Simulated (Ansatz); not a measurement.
Reactions of CH₉BGeSi (`[BH2][GeH]([CH3])[SiH3]`).

Computed with Ansatz on PBE0-D4/def2-TZVP structures; ΔE is electronic, products minus reactants. CCSD(T)/CBS adds triple-zeta CCSD(T) − MP2 to the extrapolated MP2 energy (def2 sets, frozen cores). This one scheme is used for every species. Double bonds are as drawn, so ΔE can hold a change between cis and trans. Functionals use def2-TZVPP. def2 core potentials past Kr. For Ge, In outer-core shells are correlated without core-valence functions, which leaves a few kJ/mol of doubt a bond. Scalar relativity is left out up to krypton. One conformer a species, not always the lowest.

```tsv
reaction	CCSD(T)/CBS(def2) (eV)
`[BH2][GeH]([CH3])[SiH3]` + `NCSS` → `[CH3][GeH]([SiH3])[SH]` + `BSCN`	?
`[BH2][GeH]([CH3])[SiH3]` + `COCBCl` → `C[O][GeH]([CH3])[SiH3]` + `BCBCl`	-1.49
`[BH2][GeH]([CH3])[SiH3]` + `F/C=C/[SiH3]` → `[BH2][GeH]([CH3])[F]` + `[SiH3]/C=C/[SiH3]`	-1.09
`[BH2][GeH]([CH3])[SiH3]` + H₂ → `[BH2][GeH2][SiH3]` + CH₄	-0.43
`[BH2][GeH]([CH3])[SiH3]` → `[BH2][GeH2][CH3]` + `[SiH2]`	2.70
`[BH2][GeH]([CH3])[SiH3]` → `B[CH2][GeH2][SiH3]`	?
`[BH2][GeH]([CH3])[SiH3]` + H₂O → `[BH2][GeH]([CH3])[OH]` + SiH₄	-0.01
`[BH2][GeH]([CH3])[SiH3]` + `C[N]([SiH3])[InH2]` → `[SiH3][N]([SiH3])[InH2]` + `[BH2][GeH]([CH3])[CH3]`	?
`[BH2][GeH]([CH3])[SiH3]` + H₂S → `[CH3][GeH]([SiH3])[SH]` + BH₃	-0.53
`[BH2][GeH]([CH3])[SiH3]` + `Cl[SiH2]N[SiH2]Cl` → `[SiH3]N([SiH2]Cl)[SiH2]Cl` + `[BH2][GeH2][CH3]`	-0.24
```

(1) Fill in the missing values. (Estimate.)

Largest T1 diagnostic: 0.015, for `C[N]([SiH3])[InH2]`.

Results:

(1) The calculation gave: `[BH2][GeH]([CH3])[SiH3]` + `NCSS` → `[CH3][GeH]([SiH3])[SH]` + `BSCN`: -1.80 eV; `[BH2][GeH]([CH3])[SiH3]` → `B[CH2][GeH2][SiH3]`: -0.31 eV; `[BH2][GeH]([CH3])[SiH3]` + `C[N]([SiH3])[InH2]` → `[SiH3][N]([SiH3])[InH2]` + `[BH2][GeH]([CH3])[CH3]`: -1.14 eV.
